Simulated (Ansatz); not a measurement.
`[Br][Zr]([Br])([Br])[Br]` and `[Br][Hf]([Br])([Br])[Br]` differ in one element.

Ansatz, PBE0-D4/def2-TZVP geometries, multiplicity 1. 

Elements past krypton have def2 core potentials. Scalar relativity is left out up to krypton.

```tsv
property	`[Br][Zr]([Br])([Br])[Br]`
HOMO–LUMO gap (ωB97M-V/def2-TZVPP) / eV	10.17
size of the dipole moment (ωB97M-V/def2-TZVPP) / D	0.00
LUMO energy (PBE/def2-TZVPP) / eV	-3.54
LUMO energy (ωB97M-V/def2-TZVPP) / eV	-0.87
size of the dipole moment (B3LYP/def2-TZVPP) / D	0.00
HOMO energy (PBE/def2-TZVPP) / eV	-7.66
```

Problem. What does the change do to each property? (Best estimate.)

Solution. Ansatz gave: 
| property | `[Br][Hf]([Br])([Br])[Br]` | shift |
| --- | --- | --- |
| HOMO–LUMO gap (ωB97M-V/def2-TZVPP) / eV | 10.68 | 0.51 |
| size of the dipole moment (ωB97M-V/def2-TZVPP) / D | 0.00 | 0.00 |
| LUMO energy (PBE/def2-TZVPP) / eV | -3.11 | 0.43 |
| LUMO energy (ωB97M-V/def2-TZVPP) / eV | -0.37 | 0.50 |
| size of the dipole moment (B3LYP/def2-TZVPP) / D | 0.00 | 0.00 |
| HOMO energy (PBE/def2-TZVPP) / eV | -7.65 | 0.01 |

B3LYP here is the variant with VWN-RPA as its local correlation; programs differ in this.

Spin–orbit coupling is left out; it splits and shifts lone-pair levels of the heavy atoms by tenths of an eV.
